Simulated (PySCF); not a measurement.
Species: methyl(difluoro)silyl chloride, CH3ClF2Si.
SMILES with atom numbers: `[CH3:1][Si:2]([F:3])([F:4])[Cl:5]` (hydrogens: H6, H7, H8 on C1)

Cartesian coordinates in Å at the PBE0-D3(BJ)/def2-SVP level; atoms count from 1:
```xyz
8
CH3ClF2Si angstrom
C     -0.9857   -0.2195   -0.1053
Si     0.7778    0.2329    0.1294
F      1.2453    0.0079    1.6524
F      1.0184    1.7909   -0.1915
Cl     2.0218   -0.8554   -1.0660
H     -1.1401   -1.2897    0.0956
H     -1.2959   -0.0115   -1.1400
H     -1.6235    0.3632    0.5762
```

Computed, not measured: core-valence-separated Tamm–Dancoff BHandHLYP/aug-pcX-1 (pcseg-1 on H, def2-SVPD on Si, def2-SVPD on Cl) in PySCF, non-relativistic, gas phase, PBE0-D3(BJ)/def2-SVP geometry.

Computed fluorine K-edge spectrum, Gaussian lines of 0.8 eV full width, highest printed point 100; it ends one width below the last computed root. The energies are unshifted.

photon energy (eV), absorption and a bar:
```
    684.6          0 
    684.7          1 
    684.8          2 
    684.9          3 #
    685.0          6 ##
    685.1         11 ###
    685.2         17 #####
    685.3         24 #######
    685.4         32 ##########
    685.5         39 ############
    685.6         44 #############
    685.7         45 #############
    685.8         42 #############
    685.9         36 ###########
    686.0         29 #########
    686.1         22 #######
    686.2         17 #####
    686.3         15 ####
    686.4         17 #####
    686.5         22 #######
    686.6         32 #########
    686.7         44 #############
    686.8         58 #################
    686.9         71 #####################
    687.0         83 #########################
    687.1         92 ############################
    687.2         98 #############################
    687.3        100 ##############################
    687.4         99 ##############################
    687.5         96 #############################
    687.6         91 ###########################
    687.7         85 #########################
    687.8         77 #######################
```

**Question.** Where are the maxima, and which lines make them up?

**Answer.** 2 maxima:
- 685.7 eV: F3/F4 (silicon-bound fluorine), 685.68 eV, f = 0.025, sum of 2, 100 % of the height at the exact maximum
- 687.3 eV: F3 + F4 (silicon-bound fluorine), 687.37 eV, f = 0.029, sum of 2, 51 % of the height at the exact maximum; F3/F4 (silicon-bound fluorine), 686.99 eV, f = 0.029, sum of 2, 32 % of the height at the exact maximum; F3/F4 (silicon-bound fluorine), 687.80 eV, f = 0.024, sum of 2, 16 % of the height at the exact maximum

Roots within 0.03 eV on the same or equivalent atoms count as one line; shares under 12 % aren't listed.

Vibrational structure and lifetime widths aren't in the curve. The ionisation threshold wasn't computed; near and above it a finite basis only mimics Rydberg series and continuum.
